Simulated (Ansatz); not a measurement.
`F[SiH2]OBS` + `[OH][AlH][Cl]` → `SB[O][AlH][Cl]` + `O[SiH2]F`  (ligand exchange at a B–O bond)

Calculated with Ansatz (gas phase, PBE0-D4/def2-TZVP geometries, no zero-point term in ΔE). CCSD(T)/CBS is the MP2 limit (def2-TZVPP, def2-QZVPP) plus CCSD(T) − MP2 in def2-TZVPP, frozen cores. This one scheme is used for every species. DFT in def2-TZVPP. B3LYP here is the variant with VWN-RPA as its local correlation; programs differ in this. One conformer a species, not always the lowest.

`F[SiH2]OBS`:

Cartesian coordinates in Å:
```
F -1.136 0.985 1.239
Si 0.239 1.310 0.494
O 0.690 0.051 -0.426
B 0.410 -1.198 -0.863
S -1.037 -2.163 -0.396
H 0.011 2.477 -0.379
H 1.268 1.533 1.528
H 1.164 -1.731 -1.622
H -1.610 -1.266 0.426
```

`[OH][AlH][Cl]`:

Cartesian coordinates in Å:
```
O 1.197 -0.180 -0.441
Al -0.435 -0.220 -0.028
Cl -1.239 1.289 1.184
H 1.807 0.499 -0.157
H -1.330 -1.387 -0.558
```

`SB[O][AlH][Cl]`:

```xyz
8

S     0.760    1.098    1.954
B    -0.337    0.888    0.528
O    -0.043   -0.043   -0.386
Al    0.271   -1.327   -1.411
Cl   -0.565   -3.177   -0.940
H     0.066    2.096    2.521
H    -1.304    1.587    0.418
H     1.153   -1.123   -2.683
```

`O[SiH2]F`:

Cartesian coordinates in Å:
```
O 1.089 -0.117 -0.649
Si -0.347 -0.141 0.123
F -1.286 1.048 -0.380
H 1.718 0.574 -0.439
H -0.989 -1.419 -0.237
H -0.186 0.055 1.582
```

Question: Is it downhill or uphill in electronic energy at CCSD(T)/CBS, and by how much? (Best estimate.)

Answer: Ansatz gave: Downhill: ΔE = -6.7 kJ/mol.

Question: What do these levels give: r2SCAN-D4, PBE0-D4, ωB97X-V, ωB97M-V, B2PLYP, PBE0, B3LYP, HF/def2-TZVPP, CCSD/def2-TZVPP, HF/CBS(def2), MP2/CBS(def2), CCSD/CBS(def2)? (An estimate is asked.)

Answer: Computed: r2SCAN-D4 -7.0, PBE0-D4 -6.9, ωB97X-V -6.3, ωB97M-V -6.3, B2PLYP -7.9, PBE0 -8.6, B3LYP -8.8, HF/def2-TZVPP -12.4, CCSD/def2-TZVPP -8.1, HF/CBS(def2) -12.6, MP2/CBS(def2) -6.5, CCSD/CBS(def2) -7.6 kJ/mol.

Largest T1 diagnostic among the species: 0.013.

The D4 term adds +3.4 kJ/mol with B3LYP and +1.7 kJ/mol with PBE0; it sums over pairs of atoms, weighted by their polarisabilities, and B3LYP, whose exchange is more repulsive, gets the larger term. In def2-TZVPP, CCSD(T) changes the Hartree–Fock value by +5.2 kJ/mol (the triples alone add +0.9 kJ/mol) and MP2 by +5.4 kJ/mol.
